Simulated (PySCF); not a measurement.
## GeB: energy against distance

Set-up: Ge cc-pVTZ-PP with ECP10, B cc-pVTZ; scalar-relativistic core potentials (PySCF 2.14). Energies in eV from Ge + B in their ground configurations at the same level. All curves are PBE0. state 1: ⁴Σ⁻ (quartet), unpaired electrons σ ↑, π ↑↑; state 2: Ms = 0.5 determinant of mixed spin (⟨S²⟩ near 1.8), unpaired electrons σ ↓, π ↑↑, a second solution, started from another occupation; state 3: Ms = 0.5 determinant of mixed spin (⟨S²⟩ near 1.8), unpaired electrons σ ↑, π ↑↓, a mixture of terms (⟨Lz²⟩ = 2.0), a second solution, started from another occupation; state 4: doublet, unpaired electrons σ ↑, a mixture of terms (⟨Lz²⟩ = 2.0), a second solution, started from another occupation.

```json
{"R (Å)": "1.706", "state 1": "-2.383", "state 2": "-2.009", "state 3": "-1.960", "state 4": "-1.151"}
{"R (Å)": "1.786", "state 1": "-2.855", "state 2": "-2.495", "state 3": "-2.447", "state 4": "-1.671"}
{"R (Å)": "1.865", "state 1": "-3.114", "state 2": "-2.767", "state 3": "-2.720", "state 4": "-1.974"}
{"R (Å)": "1.925", "state 1": "-3.203", "state 2": "-2.866", "state 3": "-2.820", "state 4": "-2.095"}
{"R (Å)": "1.984", "state 1": "-3.226", "state 2": "-2.897", "state 3": "-2.851", "state 4": "-2.146"}
{"R (Å)": "2.043", "state 1": "-3.198", "state 2": "-2.876", "state 3": "-2.831", "state 4": "-2.143"}
{"R (Å)": "2.123", "state 1": "-3.102", "state 2": "-2.787", "state 3": "-2.743", "state 4": "-2.077"}
{"R (Å)": "2.222", "state 1": "-2.921", "state 2": "-2.612", "state 3": "-2.570", "state 4": "-1.928"}
{"R (Å)": "2.341", "state 1": "-2.657", "state 2": "-2.349", "state 3": "-2.309", "state 4": "-1.700"}
{"R (Å)": "2.500", "state 1": "-2.277", "state 2": "-1.965", "state 3": "-1.927", "state 4": "-1.370"}
```

Q: Put a parabola through the three lowest points of the state 1 curve and estimate Re, k and ωe (reduced mass 9.582 u; 1 eV/Å² = 0.16022 mdyn/Å; ωe = 1302.8·√(k/μ) cm⁻¹).

A: Through R = 1.925, 1.984, 2.043 Å the second-order coefficient is 7.33 eV/Å², so Re ≈ 1.981 Å, k ≈ 2.35 mdyn/Å and ωe ≈ 645 cm⁻¹. A polynomial fit of higher order to the unrounded PBE0 energies gives Re = 1.978 Å, k = 2.37 mdyn/Å, ωe = 647 cm⁻¹; anharmonicity and rounding make the difference.

The higher-order fit for each curve: state 1: Re = 1.978 Å, ωe = 647 cm⁻¹, De = 3.23 eV; state 2: Re = 1.987 Å, ωe = 642 cm⁻¹, minimum 2.90 eV below the ground-state fragments; state 3: Re = 1.988 Å, ωe = 641 cm⁻¹, minimum 2.85 eV below the ground-state fragments; state 4: Re = 2.009 Å, ωe = 619 cm⁻¹, minimum 2.15 eV below the ground-state fragments.

⟨S²⟩ of the unrestricted solution departs from its pure value on part of the curve, where spin states mix. Spin–orbit coupling is left out. The state is the lowest determinant that a PBE0 search found; another state may lie lower at other levels.
